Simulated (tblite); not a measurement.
Species: CH2BF3NP.
SMILES: `F[P+](F)([BH2-]C#N)F`

All values are computed: GFN2-xTB (tblite) harmonic vibrations without scaling, gas phase. The method is semi-empirical: single wavenumbers can be off by several per cent or more. Modes of hydrogen on boron can be 10 to 20 % off.

Harmonic wavenumbers (cm⁻¹): 53.8, 63.7, 123.0, 167.5, 301.8, 309.8, 323.4, 351.3, 435.0, 580.2, 707.8, 756.3, 783.2, 824.1, 860.1, 892.8, 977.0, 1148.7, 2360.9, 2542.1, 2560.1.

A = 4123, B = 1535, C = 1468 MHz; mass 126.997 u (most abundant isotopes); point group Cs, symmetry number 1.

Zero-point energy?

½Σν̃ = 8561 cm⁻¹ = 102.42 kJ/mol.

What is S at 298.15 K and 1 bar for an ideal gas of classical rigid rotors and harmonic oscillators?

Translation 169.27, rotation 116.89, vibration 94.11: S = 380.3 J/(mol K).

And Cp and H(298.15 K) − H(0)?

Cp = 122.38 J/(mol K), of which vibrations give 89.13 (their classical limit is 21 R = 174.6); H(298.15 K) − H(0) = 24.36 kJ/mol without the zero-point energy, 14.44 from vibrations.

Which modes carry the vibrational entropy at 298.15 K?

53.8 cm⁻¹: 19.55; 63.7 cm⁻¹: 18.16; 123.0 cm⁻¹: 12.77; 167.5 cm⁻¹: 10.31; 301.8 cm⁻¹: 5.89; 309.8 cm⁻¹: 5.70 J/(mol K); the other 15 give 21.74 together.

What must be added to the electronic energy to get the Gibbs energy at 298.15 K and 1 bar?

ZPE + [H(298.15 K) − H(0)] − T·S = 102.42 + 24.36 − 113.38 = 13.40 kJ/mol.

Hindered rotation and anharmonicity are outside this model.

Conformer computed: `[N:1]#[C:2][BH2-:3][P+:4]([F:5])([F:6])[F:7]`: C2–B3–P4–F5 64°.
